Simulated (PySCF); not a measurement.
C₃H₉FSi₂, SMILES F/C=C(/[SiH3])C[SiH3]. Coordinates come from a PBE-D3(BJ)/def2-SVP optimisation. The structure was generated by enumeration; whether it is a known compound was not checked. One conformer was computed; it need not be the lowest.

Computed equilibrium geometry at PBE-D3(BJ)/def2-SVP (PySCF confirms it by a frequency run) as bond lengths and angles (one conformer of several):
Atoms: F1 C2 C3 Si4 C5 Si6 H7 H8 H9 H10 H11 H12 H13 H14 H15. Bonded distances (Å): F1–C2 1.349, C2–C3 1.350, C2–H7 1.103, C3–Si4 1.880, C3–C5 1.510, Si4–H8 1.506, Si4–H9 1.504, Si4–H10 1.506, C5–Si6 1.910, C5–H11 1.110, C5–H12 1.111, Si6–H13 1.504, Si6–H14 1.506, Si6–H15 1.503. Bond angles (°): F1–C2–C3 122.0, F1–C2–H7 112.1, C3–C2–H7 125.9, C2–C3–Si4 118.0, C2–C3–C5 121.3, Si4–C3–C5 120.7, C3–Si4–H8 110.9, C3–Si4–H9 109.5, C3–Si4–H10 110.0, H8–Si4–H9 109.4, H8–Si4–H10 107.5, H9–Si4–H10 109.5, C3–C5–Si6 111.6, C3–C5–H11 111.6, C3–C5–H12 111.0, Si6–C5–H11 108.1, Si6–C5–H12 107.2, H11–C5–H12 107.2, C5–Si6–H13 110.1, C5–Si6–H14 110.2, C5–Si6–H15 109.5, H13–Si6–H14 108.8, H13–Si6–H15 108.9, H14–Si6–H15 109.3.
Charge 0, spin multiplicity 1.
